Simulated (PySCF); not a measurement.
Does the answer move with the share of exact exchange?

C₃H₁₀SSi.
Numbering: `[SiH3:1][CH2:2][CH2:3][CH2:4][SH:5]` (hydrogens: H6, H7, H8 on Si1; H9, H10 on C2; H11, H12 on C3; H13, H14 on C4; H15 on S5)

Torsions of this conformer, `[SiH3:1][CH2:2][CH2:3][CH2:4][SH:5]`: Si1–C2–C3–C4 180°, C2–C3–C4–S5 -178°, H–S5–C4–C3 -63°.

PySCF, def2-SVPD basis, density fitting, gas phase, PBE0-D3(BJ)/def2-SVP geometry; singlet excitations by full TDDFT with frozen cores, triplets by Tamm–Dancoff TDDFT and ionisation energies by ΔSCF, from the lowest of the holes tried. One functional is left out:

```json
{"functional": "LDA", "exact exchange (%)": "0", "HOMO energy (eV)": "-5.76", "LUMO energy (eV)": "-0.87", "lowest singlet excitation (eV)": "4.97", "lowest triplet excitation (eV)": "4.77", "mean polarisability (au)": "95.0", "vertical ionisation energy (eV)": "8.94"}
{"functional": "PBE", "exact exchange (%)": "0", "HOMO energy (eV)": "-5.66", "LUMO energy (eV)": "-0.72", "lowest singlet excitation (eV)": "5.02", "lowest triplet excitation (eV)": "4.74", "mean polarisability (au)": "93.2", "vertical ionisation energy (eV)": "8.79"}
{"functional": "PBE0", "exact exchange (%)": "25", "HOMO energy (eV)": "-6.88", "LUMO energy (eV)": "0.08", "lowest singlet excitation (eV)": "5.48", "lowest triplet excitation (eV)": "5.05", "mean polarisability (au)": "89.5", "vertical ionisation energy (eV)": "9.07"}
{"functional": "BHandHLYP", "exact exchange (%)": "50", "HOMO energy (eV)": "-7.98", "LUMO energy (eV)": "0.71", "lowest singlet excitation (eV)": "5.63", "lowest triplet excitation (eV)": "5.19", "mean polarisability (au)": "86.8", "vertical ionisation energy (eV)": "9.08"}
```

Task: Predict the row of B3LYP (20 % exact exchange) by straight lines through the other rows, and check it.

Result: 
```
                       property   line  computed  computed − line  PBE0 (25 %), for comparison
               HOMO energy (eV)  -6.63     -6.65            -0.02                        -6.88
               LUMO energy (eV)  -0.16     -0.18            -0.02                         0.08
 lowest singlet excitation (eV)   5.29      5.32            +0.03                         5.48
 lowest triplet excitation (eV)   4.95      4.96            +0.01                         5.05
       mean polarisability (au)   90.9      90.2             -0.7                         89.5
vertical ionisation energy (eV)   8.98      9.07            +0.09                         9.07
```

Task: Which of these properties follows the share of exact exchange most closely, and which least?

Result: Most closely the HOMO energy, least the vertical ionisation energy; the correlations over the tabulated rows are HOMO energy -0.999, LUMO energy 0.993, lowest triplet excitation 0.983, mean polarisability -0.972, lowest singlet excitation 0.966, vertical ionisation energy 0.820. The HOMO energy moves by -0.455 eV for every 10 %. Functionals with the same share still differ in their other parts: at 0 % LDA and PBE differ by 0.10 eV in it.
